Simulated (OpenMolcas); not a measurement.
## S⁵⁺: input and output

Input:

```
&GATEWAY
Coord
1

S 0.0 0.0 0.0
Basis=ANO-R2
Group=XYZ
NoMove
AngMom=0.0 0.0 0.0
AMFI
&SEWARD
* reference wave functions (RASSCF and RASSI steps not shown): 1 electron in 4 orbitals (3s 3p)
>>> COPY JOB001 $Project.JobIph
&CASPT2
Multistate=1 1
Frozen=1 0
IPEA=0.25
Imaginary=0.1
MaxIter=60
WThr=0.0 0.3 0.05
PrWF=0.5
NoMix
>>> COPY JOB002 $Project.JobIph
&CASPT2
XMultistate=3 1 2 3
Frozen=1 0
IPEA=0.25
Imaginary=0.1
MaxIter=60
WThr=0.0 0.3 0.05
PrWF=0.5
NoMix
```

Launched by
```bash
OMP_NUM_THREADS=1 MOLCAS_MEM=1689 MOLCAS_PROJECT=a pymolcas a.inp > a.log  # once for each step of the input, in one work folder
```

Output, cut to the results:

```
--- CASPT2 ---
Orbital specifications:
      -----------------------

      Symmetry species                           1   2
                                                ag  au
      Frozen orbitals                            1   0
      Inactive orbitals                          1   3
      Active orbitals                            1   3
      Secondary orbitals                        17  13
      Deleted orbitals                           0   0
      Number of basis functions                 20  19
Type of calculation                        SS-CASPT2
      Fock operator                              state-specific
      IPEA shift                                 0.25
      Real shift                                 0.00
      Imaginary shift                            0.10
      The input orbitals will be transformed to quasi-canonical
Reference energy:        -391.8493587078
      E2 (Non-variational):      -0.1849909800
      Shift correction:          -0.0000029574
      E2 (Variational):          -0.1849939374
      Total energy:            -392.0343526452
      Residual norm:              0.0000000807
      Reference weight:           0.99312
      Contributions to the CASPT2 correlation energy
      Active & Virtual Only:         -0.0000000000
      One Inactive Excited:          -0.0127039972
      Two Inactive Excited:          -0.1722869827
::    CASPT2 Root  1     Total energy:   -392.03435265
--- CASPT2 ---
Orbital specifications:
      -----------------------

      Symmetry species                           1   2
                                                ag  au
      Frozen orbitals                            1   0
      Inactive orbitals                          1   3
      Active orbitals                            1   3
      Secondary orbitals                        17  13
      Deleted orbitals                           0   0
      Number of basis functions                 20  19
Type of calculation                        XMS-CASPT2
      Fock operator                              state-average
      IPEA shift                                 0.25
      Real shift                                 0.00
      Imaginary shift                            0.10
      The input orbitals will be transformed to quasi-canonical
      The input states will be rotated to diagonalize the Fock operator
Reference energy:        -391.3535582810
      E2 (Non-variational):      -0.1856336290
      Shift correction:          -0.0000029908
      E2 (Variational):          -0.1856366197
      Total energy:            -391.5391949007
      Residual norm:              0.0000002027
      Reference weight:           0.99313
      Contributions to the CASPT2 correlation energy
      Active & Virtual Only:         -0.0000000000
      One Inactive Excited:          -0.0133000668
      Two Inactive Excited:          -0.1723335622
Reference energy:        -391.3535582810
      E2 (Non-variational):      -0.1856420080
      Shift correction:          -0.0000029914
      E2 (Variational):          -0.1856449995
      Total energy:            -391.5392032805
      Residual norm:              0.0000002024
      Reference weight:           0.99312
      Contributions to the CASPT2 correlation energy
      Active & Virtual Only:         -0.0000000000
      One Inactive Excited:          -0.0132998188
      Two Inactive Excited:          -0.1723421892
::    XMS-CASPT2 Root  1     Total energy:   -391.53920328
::    XMS-CASPT2 Root  2     Total energy:   -391.53919501
::    XMS-CASPT2 Root  3     Total energy:   -391.53919490
```

In XMS-CASPT2 the single-state energies belong to rotated reference states; over a whole degenerate manifold the rotation is arbitrary, and only the multistate roots count.

Levels above the lowest, from the spin-orbit matrix with the multistate effective Hamiltonian, averaged by term, added to it:

```tsv
Configuration	Term	J	E (eV)	Measured (eV)	g	Term weight %
3s	²S	1/2	0.0000	0.0000	2.002	100
3p	²P°	1/2	13.383	13.1267	0.666	100
3p	²P°	3/2	13.519	13.2834	1.334	100
```

Against the 2 measured excited levels shown (NIST levels in Podobedova, Kelleher and Wiese, J. Phys. Chem. Ref. Data 38, 171 (2009)) the mean absolute deviation is 2000 cm-1; the largest miss in energy is 3p ²P°_1/2: computed 13.383, measured 13.1267 eV (+2.0 %).

With one active electron, CASPT2 adds the correlation within the correlated inactive shells and between them and that electron, and leaves the splitting within a term as the reference gives it. Computed and measured levels are paired by configuration, term and J; levels that our copy of the source lacks, or whose pairing is in doubt (as where it misses far off the trend of its configuration), stay unpaired and out of the deviations. Levels of configurations outside the active space are missing.

The term weight is that of the spin-free term in the level, not the purity of its configuration. ° marks odd parity.
